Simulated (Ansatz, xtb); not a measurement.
# Relative energy of two isomers of C4H8BNSi

We compare a, `BC1=C(N)[SiH2]C=C1`, a singlet, with b, `BC1=C[Si@@H](N)C=C1`, a singlet. Both are isolated molecules in the gas phase, relaxed with B3LYP-D3(BJ)/def2-SVP; the shapes shown needn't be the lowest conformers.

a (Å):

| atom | x (Å) | y (Å) | z (Å) |
| --- | --- | --- | --- |
| C | -0.8537 | 1.2207 | -0.1598 |
| C | 0.0150 | 0.5670 | 0.7321 |
| C | -0.5186 | 3.1508 | 1.3505 |
| C | -1.0995 | 2.6270 | 0.2405 |
| B | -1.4601 | 0.5672 | -1.3753 |
| N | 0.4222 | -0.7023 | 0.6354 |
| Si | 0.5116 | 1.8141 | 2.1081 |
| H | -1.2182 | -0.5928 | -1.6495 |
| H | -2.2028 | 1.1721 | -2.1130 |
| H | 0.0990 | -1.2810 | -0.1355 |
| H | 1.0497 | -1.1152 | 1.3113 |
| H | 0.1053 | 1.3002 | 3.4508 |
| H | 1.9931 | 2.0064 | 2.1297 |
| H | -0.6816 | 4.1813 | 1.6685 |
| H | -1.7667 | 3.2212 | -0.3953 |

b (Å):

```xyz
15

C    -1.0747    0.9150   -0.4693
C    -0.4652    0.1100    0.4536
C    -0.6045    2.7169    1.1228
C    -1.1383    2.3613   -0.0645
B    -1.6484    0.3637   -1.7918
N     1.7101    1.2568    2.4186
Si    0.0463    1.1674    1.9526
H    -1.5357   -0.8116   -2.0444
H    -2.2109    1.0865   -2.5811
H    -0.3603   -0.9637    0.2726
H    -0.7083    0.7216    3.1602
H     2.1061    0.5559    3.0372
H     2.4038    1.5941    1.7579
H    -0.6164    3.7483    1.4822
H    -1.6159    3.0731   -0.7479
```

Quicker runs give these differences E(b) − E(a): GFN2-xTB +8.1 kJ/mol; HF/STO-3G −28.1 kJ/mol (at GFN2-xTB geometries); r2SCAN-D4/def2-SVP −2.8 kJ/mol (at GFN2-xTB geometries).

Problem. Estimate E(b) − E(a) at the level CCSD(T)/def2-SVP + ΔMP2/def2-TZVPP.

Solution. Calculated at CCSD(T)/def2-SVP + ΔMP2/def2-TZVPP: E(b) − E(a) = −63.3 kJ/mol, so structure b lies lower.

Level by level:

| level | geometry | E(b) − E(a) (kJ/mol) | departure from the last row (kJ/mol) | job, with rough time for the two |
| --- | --- | --- | --- | --- |
| GFN2-xTB | GFN2-xTB | +8.1 | +71.4 | optimisation, 0.15 s |
| HF/STO-3G | GFN2-xTB | −28.1 | +35.2 | single point, 0.42 s |
| r2SCAN-D4/def2-SVP | GFN2-xTB | −2.8 | +60.6 | single point, 3.4 s |
| B3LYP-D3(BJ)/def2-SVP | B3LYP-D3(BJ)/def2-SVP | −17.3 | +46.0 | optimisation, 82 s |
| HF/def2-SVP | B3LYP-D3(BJ)/def2-SVP | −52.0 | +11.3 | part of the CCSD(T) run |
| MP2/def2-SVP | B3LYP-D3(BJ)/def2-SVP | −37.9 | +25.4 | part of the CCSD(T) run |
| CCSD(T)/def2-SVP | B3LYP-D3(BJ)/def2-SVP | −36.9 | +26.5 | single point |
| CCSD(T)/def2-SVP + ΔMP2/def2-TZVPP | B3LYP-D3(BJ)/def2-SVP | −63.3 |  | single point, 49 s |

As drawn, b has 1 N–Si, 1 C–H in place of 1 C–N, 1 Si–H.

GFN2-xTB puts the two in the other order. The largest departure from CCSD(T)/def2-SVP + ΔMP2/def2-TZVPP is that of GFN2-xTB, 71.4 kJ/mol. The last row adds to CCSD(T) the change of the MP2 difference between the two basis sets, here −26.5 kJ/mol, a large step that makes the value less sure.

With thermal terms from frequencies at re-optimised GFN2-xTB minima (ideal gas, soft modes damped towards free rotors, one conformer each, 298.15 K, 1 atm): the zero-point term adds +4.8 kJ/mol; ΔH is −57.7 and ΔG −60.5 kJ/mol.

The correlated steps freeze 11 core orbitals. Mirror images aren't counted in ΔG. Codes used: Ansatz 0.2.0, xtb 6.7.1; the last row on 2 threads of Intel(R) Xeon(R) 6975P-C (Granite Rapids) on a shared host.
